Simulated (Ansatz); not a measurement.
A nudged elastic band was laid between two geometries of CH₂NTe (5 atoms, charge 0, multiplicity 2).

All numbers below come from Ansatz, UKS B3LYP/def2-SVP.

- movable images: 7
- climbing image: yes
- spring: 5.0 eV/Å²
- optimiser: quadratic models (default)
- start path: IDPP
- force threshold: 0.05 eV/Å
- iteration limit: 44
- end points: relaxed

Image 0:

```xyz
5
Properties=species:S:1:pos:R:3
C -0.433 0.345 -0.292
N 0.703 0.091 0.198
Te 1.622 -1.411 1.145
H -1.291 -0.353 -0.286
H -0.601 1.328 -0.765
```

Image 8:

```xyz
5
Properties=species:S:1:pos:R:3
C -0.585 0.046 -0.217
N 0.394 -0.514 0.351
Te 2.294 -0.093 0.813
H -1.538 -0.505 -0.305
H -0.565 1.066 -0.642
```

(1) Which bonds break or form, and what moves?

(2) What energy profile does the band end with?

(3) What is the geometry of the highest image?

(4) What are the harmonic wavenumbers there?

Answers

(1) No bond is made or broken. The dihedral H5–C1–N2–Te3 changes from 180 to 0° by way of a nearly straight angle C1–N2–Te3 (up to 180°), not by a turn about the bond. The two ends are copies of one structure, up to a mirror image or an exchange of like atoms.

(2) The run converged. The highest image is number 4 of 0 to 8, 3.0 kcal/mol above the ends, which have the same energy within 2 meV. A vibrational analysis at the climbing image gives one clearly imaginary mode, 204i cm⁻¹: a first-order saddle point.

```json
{"image": "0", "path coordinate (Å)": "0.00", "energy (kcal/mol)": "0.0", "angle C1–N2–Te3 (°)": "138"}
{"image": "1", "path coordinate (Å)": "0.18", "energy (kcal/mol)": "0.4", "angle C1–N2–Te3 (°)": "148"}
{"image": "2", "path coordinate (Å)": "0.36", "energy (kcal/mol)": "1.4", "angle C1–N2–Te3 (°)": "158"}
{"image": "3", "path coordinate (Å)": "0.53", "energy (kcal/mol)": "2.5", "angle C1–N2–Te3 (°)": "168"}
{"image": "4", "path coordinate (Å)": "0.71", "energy (kcal/mol)": "3.0", "angle C1–N2–Te3 (°)": "180"}
{"image": "5", "path coordinate (Å)": "0.89", "energy (kcal/mol)": "2.5", "angle C1–N2–Te3 (°)": "168"}
{"image": "6", "path coordinate (Å)": "1.07", "energy (kcal/mol)": "1.4", "angle C1–N2–Te3 (°)": "157"}
{"image": "7", "path coordinate (Å)": "1.24", "energy (kcal/mol)": "0.4", "angle C1–N2–Te3 (°)": "147"}
{"image": "8", "path coordinate (Å)": "1.42", "energy (kcal/mol)": "0.0", "angle C1–N2–Te3 (°)": "138"}
```

(3) 
```xyz
5
Properties=species:S:1:pos:R:3
C -0.555 0.214 -0.278
N 0.504 -0.196 0.252
Te 2.150 -0.829 1.078
H -1.470 -0.410 -0.318
H -0.629 1.222 -0.733
```

(4) 204i, 285, 500, 976, 1096, 1455, 1763, 2969, 3042 cm⁻¹.

Time of the run: 9 min on 1 thread of Intel(R) Xeon(R) Processor @ 2.70GHz, on a shared host, peak memory 0.18 GiB.
